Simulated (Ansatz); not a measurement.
PBE exchange is replaced step by step with exact exchange (0 % is PBE, 25 % PBE0; no dispersion term), basis def2-TZVPD, Ansatz. System: Hf4⁻. The state is a doublet with charge -1. Geometry: r2SCAN-D4/def2-SVPD.

Geometry of the doublet:

```csv
atom,x (Å),y (Å),z (Å)
Hf1,-0.936,-1.403,0.273
Hf2,1.457,-0.139,0.921
Hf3,0.293,0.128,-1.700
Hf4,-0.814,1.414,0.506
```

In the def2 sets Hf takes a core potential; there is no spin–orbit coupling. At PBE-D4/def2-TZVPD, PBE with 5 % exact exchange/def2-TZVPD, PBE with 10 % exact exchange/def2-TZVPD, PBE with 15 % exact exchange/def2-TZVPD and others the charge -1 doublet is spin-contaminated (final ⟨S²⟩ up to 2.09, 0.75 for a pure state). At PBE-D4/def2-TZVPD, PBE with 5 % exact exchange/def2-TZVPD, PBE with 10 % exact exchange/def2-TZVPD, PBE with 15 % exact exchange/def2-TZVPD the highest occupied level of the charge -1 doublet lies above zero (up to 0.56 eV). Its loss leaves the charge 0 singlet, which lies 1.26 eV higher (vertical, at PBE-D4/def2-TZVPD), but this difference is unsure: the singlet is doubtful (geometry relaxed on an unsound state). The geometry of the doublet was relaxed on an unsound state (⟨S²⟩ 1.76, where a pure state has 0.75). The order of the spin states hangs on the level: the quartet lies 0.11 eV below the doublet at PBE with 50 % exact exchange/def2-TZVPD, but 0.08 eV above it at PBE-D4/def2-TZVPD. The doublet is doubtful at PBE with 50 % exact exchange/def2-TZVPD (⟨S²⟩ 2.09, where a pure state has 0.75). The quartet is doubtful at PBE with 50 % exact exchange/def2-TZVPD (⟨S²⟩ 4.89, where a pure state has 3.75). The structure comes from a short search, and lower isomers may exist.

HOMO and LUMO are taken over both spins.

```json
{"exact exchange (%)": "0", "HOMO (eV)": "0.56", "LUMO (eV)": "0.79", "gap (eV)": "0.23", "⟨S²⟩": "0.836"}
{"exact exchange (%)": "5", "HOMO (eV)": "0.39", "LUMO (eV)": "0.95", "gap (eV)": "0.56", "⟨S²⟩": "0.915"}
{"exact exchange (%)": "10", "HOMO (eV)": "0.22", "LUMO (eV)": "1.10", "gap (eV)": "0.88", "⟨S²⟩": "1.039"}
{"exact exchange (%)": "15", "HOMO (eV)": "0.04", "LUMO (eV)": "1.25", "gap (eV)": "1.21", "⟨S²⟩": "1.176"}
{"exact exchange (%)": "25", "HOMO (eV)": "-0.19", "LUMO (eV)": "1.52", "gap (eV)": "1.71", "⟨S²⟩": "1.456"}
{"exact exchange (%)": "35", "HOMO (eV)": "-0.43", "LUMO (eV)": "1.77", "gap (eV)": "2.19", "⟨S²⟩": "1.725"}
{"exact exchange (%)": "50", "HOMO (eV)": "-0.75", "LUMO (eV)": "2.09", "gap (eV)": "2.84", "⟨S²⟩": "2.087"}
```
